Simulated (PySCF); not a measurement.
A calculated (B3LYP, PySCF 2.14, aug-cc-pVTZ-DK, scalar relativity by spin-free X2C-1e) atom or ion has these occupied shells.

```json
{"shell": "1s α", "electrons": "1", "orbital energy (eV)": "-7049.1", "rms radius, mean of both spins (bohr)": "0.0675"}
{"shell": "1s β", "electrons": "1", "orbital energy (eV)": "-7049.1", "rms radius, mean of both spins (bohr)": "0.0675"}
{"shell": "2s α", "electrons": "1", "orbital energy (eV)": "-851.18", "rms radius, mean of both spins (bohr)": "0.289"}
{"shell": "2s β", "electrons": "1", "orbital energy (eV)": "-849.05", "rms radius, mean of both spins (bohr)": "0.289"}
{"shell": "2p α", "electrons": "3", "orbital energy (eV)": "-727.65", "rms radius, mean of both spins (bohr)": "0.261"}
{"shell": "2p β", "electrons": "3", "orbital energy (eV)": "-725.86", "rms radius, mean of both spins (bohr)": "0.261"}
{"shell": "3s α", "electrons": "1", "orbital energy (eV)": "-119.03", "rms radius, mean of both spins (bohr)": "0.873"}
{"shell": "3s β", "electrons": "1", "orbital energy (eV)": "-113.71", "rms radius, mean of both spins (bohr)": "0.873"}
{"shell": "3p α", "electrons": "3", "orbital energy (eV)": "-84.038", "rms radius, mean of both spins (bohr)": "0.934"}
{"shell": "3p β", "electrons": "3", "orbital energy (eV)": "-78.430", "rms radius, mean of both spins (bohr)": "0.934"}
{"shell": "3d α", "electrons": "5", "orbital energy (eV)": "-29.268", "rms radius, mean of both spins (bohr)": "1.22"}
{"shell": "3d β", "electrons": "1", "orbital energy (eV)": "-25.607", "rms radius, mean of both spins (bohr)": "1.22"}
```

**Question.** Name the element and its charge.

**Answer.** Fe²⁺ (iron, charge +2), in [Ar] 3d6, high-spin 5D determinant.
